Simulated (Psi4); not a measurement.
H4BN, triplet, at a GFN2-xTB geometry (a higher spin typed on purpose: for a closed-shell molecule this is an excited state). Base run: CCSD(T)/def2-SV(P) (Psi4).

Psi4 was given this input:
```
memory 2 GB

molecule {
0 3
B    -0.78805315    0.15292982   -0.22510804
N     0.62170720   -0.04098803    0.05505530
H    -1.38855047   -0.89304437   -0.30414008
H    -1.37559735    0.65664534    0.70331406
H     1.37443024    0.32028859   -0.51034690
H     0.97803298   -0.56162246    0.85132607
}

set {
  basis def2-sv(p)
  reference uhf
}

energy('ccsd(t)')
print_variables()
```

Variants of this job, named by their change:

| change | ΔE vs base (mEh) | MP2 correlation (Eh) | CC correlation without the perturbative part (Eh) | basis functions | outcome |
|---|---|---|---|---|---|
| base | 0.000 | -0.22148 | -0.25807 | 36 | converged |
| method = cisd | - | - | - | - | input refused |
| method = ccsd | … | -0.22148 | -0.25807 | 36 | converged |
| scf_type = pk; mp2_type = conv | 0.000 | -0.22148 | -0.25807 | 36 | converged |
| freeze_core = on | 4.156 | -0.21711 | -0.25398 | 36 | converged |
| method = mp2.5 | 31.189 | -0.22137 | - | 36 | converged |
| puream = off | -14.972 | -0.22983 | -0.26646 | 38 | converged |
| cc_type = df | - | - | - | - | input refused |
| puream = on | 0.000 | -0.22148 | -0.25807 | 36 | converged |
| method = mp3 | … | -0.22137 | - | 36 | converged |

**Question.** Fill in the missing entries.

**Answer.** 
- method = ccsd, ΔE vs base (mEh): 6.331
- method = mp3, ΔE vs base (mEh): 19.325

Open shells are given as the SCF converged; they aren't shown to be the lowest states, and a large step between rows can be another state.

- method = cisd: ended with `psi4.driver.p4util.exceptions.MissingMethodError: Method=cisd is not available for any derivative level under conditions CI_TYPE=CONV, REFERENCE=UHF, FREEZE_CORE=FALSE, QC_MODULE=(auto). See https://psicode.org/psi4manual/master/introduction.html#ss-cisd. Or d`
- cc_type = df: ended with `psi4.driver.p4util.exceptions.MissingMethodError: Method=ccsd(t) is not available for any derivative level under conditions CC_TYPE=DF, REFERENCE=UHF, FREEZE_CORE=FALSE, QC_MODULE=(auto). See https://psicode.org/psi4manual/master/introduction.html#ss-ccsd-prt-`
